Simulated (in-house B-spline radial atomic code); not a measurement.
A calculation on Ge²⁺ (an excited or competing configuration): its settings, and results tabulated from the run. Method: non-relativistic AM05, spin-polarised, spherical fractional occupations, point nucleus. Calculated with a B-spline radial code for spherical atoms.

Command:
```bash
python run_scf.py task.json out
```
Settings:
```
Z                32
configuration    [Ar] 3d9 4s2 5s1
hamiltonian      nr
method           am05
spin_polarised   True
```

Output (hartree, bohr):
```
 radial grid: 59 intervals, B-splines of order 8, outer radius 53.7037 bohr

 iter        energy (Eh)    residual
    1       -2069.421998    3.46e-01
    2       -2069.526299    3.14e-01
    3       -2071.401627    1.49e-02
    4       -2071.403684    5.99e-03
    5       -2071.403945    8.22e-04
    6       -2071.403951    8.04e-04
    7       -2071.403963    2.67e-05
    8       -2071.403963    4.78e-06
    9       -2071.403963    5.66e-07
   10       -2071.403963    2.76e-08

 total energy                     -2071.40396
 kinetic                            2069.6191
 electron-nucleus                  -4921.1236
 Hartree                             854.7564
 exchange-correlation                -74.6558

 orbital      occ     eigenvalue          <r>       <r^2>       <1/r>     <1/r^3>       r_max
 1s up      1.000      -397.7743    0.0479086  0.00307449     31.4682           -     0.03162
 1s down    1.000      -397.7731    0.0479084  0.00307446     31.4683           -     0.03162
 2s up      1.000       -50.5321     0.214169   0.0540182     6.90906           -      0.1798
 2s down    1.000       -50.4982     0.214092   0.0539786     6.91184           -      0.1797
 2p up      3.000       -45.1700     0.185464   0.0420794     6.88462     936.755      0.1428
 2p down    3.000       -45.1447     0.185382   0.0420396     6.88706     937.484      0.1427
 3s up      1.000        -7.3511     0.630542    0.457853     2.24987           -      0.5503
 3s down    1.000        -7.3003     0.631164    0.458789     2.24687           -      0.5505
 3p up      3.000        -5.5713     0.643709    0.486353     2.13476      129.29      0.5445
 3p down    3.000        -5.5205     0.644648    0.487856     2.13116     128.754      0.5449
 3d up      5.000        -2.4655     0.692047    0.599475     1.85454     15.2918      0.4937
 3d down    4.000        -2.4138     0.695643    0.606718     1.84785     15.1864      0.4949
 4s up      1.000        -1.3230      1.82288     3.77134    0.725296           -       1.599
 4s down    1.000        -1.3107      1.82903     3.78875     0.72078           -       1.609
 5s up      1.000        -0.4755      4.22542      19.861    0.307914           -       4.024

 Slater integrals (Eh)
   F0(3d up,3d up)               1.330375
   F2(3d up,3d up)               0.628995
   F4(3d up,3d up)               0.394022
   F0(3d up,3d down)             1.327245
   F2(3d up,3d down)             0.627077
   F4(3d up,3d down)             0.392732
   F0(3d up,5s up)               0.287459
   G2(3d up,5s up)               0.009994
   F0(3d down,3d down)           1.324132
   F2(3d down,3d down)           0.625177
   F4(3d down,3d down)           0.391455
   F0(3d down,5s up)             0.287385
   F0(5s up,5s up)               0.212351
```

Run time, properties included: 0.09 s on 1 thread of Arm Neoverse V2 (shared host).
